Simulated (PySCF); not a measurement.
Species: C9H9BO2.
SMILES with atom numbers: `[BH2-:1]1[O:2][CH:3]=[CH:4][C:5]([c:6]2[cH:7][cH:8][cH:9][cH:10][cH:11]2)=[O+:12]1` (hydrogens: H13, H14 on B1; H15 on C3; H16 on C4; H17 on C7; H18 on C8; H19 on C9; H20 on C10; H21 on C11)

Computed with PySCF at PBE0/pcSseg-1, non-relativistic, on one gas-phase PBE0-D3(BJ)/def2-SVP geometry that isn't relaxed in the solvent. The solvent is an IEF-PCM continuum (Bondi radii, 1.10 Å for H, scaled by 1.2). The model holds no explicit solvent molecules, cavitation or dispersion.

Gas phase at PBE0/pcSseg-1: HOMO -6.98 eV, LUMO -2.64 eV, dipole 5.58 D.

Q: What does the continuum do to the energy, the frontier levels and the dipole at PBE0/pcSseg-1 in chloroform and acetone?

A: 
```csv
solvent,ε,E(solvent) − E(gas) (kcal/mol),polarisation term (kcal/mol),distortion of the solute (kcal/mol),HOMO (eV),LUMO (eV),dipole (D)
chloroform,4.711,-5.85,-6.74,0.89,-7.10,-2.57,6.82
acetone,20.49,-7.89,-9.52,1.63,-7.13,-2.57,7.25
```

The first energy column is the sum of the next two and covers electrostatics alone. From chloroform to acetone the lowering changes by a factor 1.35, Onsager's factor (ε − 1)/(2ε + 1) by 1.30 and ε itself by 4.3.

Q: Which radius a makes the point-dipole formula ΔE = −[(ε − 1)/(2ε + 1)]·μ²/a³ give the value in acetone, with the gas-phase dipole?

A: μ = 2.195 au and |ΔE| = 0.01258 Eh give a = 2.98 Å; the farthest nucleus lies 4.50 Å from the centroid of the nuclei, so such a sphere wouldn't even hold the nuclei. The formula assumes a rigid point dipole at the centre of a sphere.

Q: Which Hirshfeld charges (PBE0/pcSseg-1) respond most in acetone (means over atoms taken as equivalent)?

A: 
```csv
atoms,environment,gas (e),solvent (e),change
O2,boron-bound oxygen,-0.112,-0.131,-0.019
H16,vinylic hydrogen,+0.050,+0.066,+0.016
H15,vinylic hydrogen,+0.071,+0.087,+0.016
O12,oxygen bonded to B and C,-0.101,-0.115,-0.014
H13/H14,B–H hydrogen,-0.102,-0.114,-0.012
B1,four-coordinate boron,+0.044,+0.034,-0.010
H19,aromatic hydrogen,+0.058,+0.067,+0.009
H18/H20,aromatic hydrogen,+0.057,+0.065,+0.008
C4,alkene CH carbon,-0.115,-0.107,+0.008
C6,substituted aromatic carbon,-0.012,-0.019,-0.007
C3,vinylic carbon bearing oxygen,+0.118,+0.125,+0.007
H17/H21,aromatic hydrogen,+0.054,+0.059,+0.005
```

Q: Which Mayer bond orders change most in acetone?

A: 
| bond | length (Å) | gas | solvent | change |
| --- | --- | --- | --- | --- |
| O2–C3 | 1.270 | 1.396 | 1.351 | -0.045 |
| C5–O12 | 1.278 | 1.359 | 1.323 | -0.036 |
| O12–B1 | 1.527 | 0.660 | 0.683 | +0.023 |
| B1–O2 | 1.529 | 0.674 | 0.696 | +0.022 |
| C11–C6 | 1.403 | 1.403 | 1.382 | -0.021 |
| C3–C4 | 1.390 | 1.420 | 1.437 | +0.017 |
| B1–H14 | 1.225 | 0.970 | 0.959 | -0.011 |
| B1–H13 | 1.211 | 0.983 | 0.974 | -0.009 |

The values belong to the conformer `[BH2-:1]1[O:2][CH:3]=[CH:4][C:5]([c:6]2[cH:7][cH:8][cH:9][cH:10][cH:11]2)=[O+:12]1`: C4–C5–C6–C7 4°.
